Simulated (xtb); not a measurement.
A run for xtb: GFN2-xTB on BrF, a point of a bond scan (R = 1.419 Å).

```
$ xtb mol.xyz --gfn 2 --sp --chrg 0 --uhf 0
2

Br    -0.00000000    -0.00000000    -0.36293761
F      0.00000000     0.00000000     1.05655172
```

Problem. Predict the final total energy.

Solution. -8.6928 hartree.
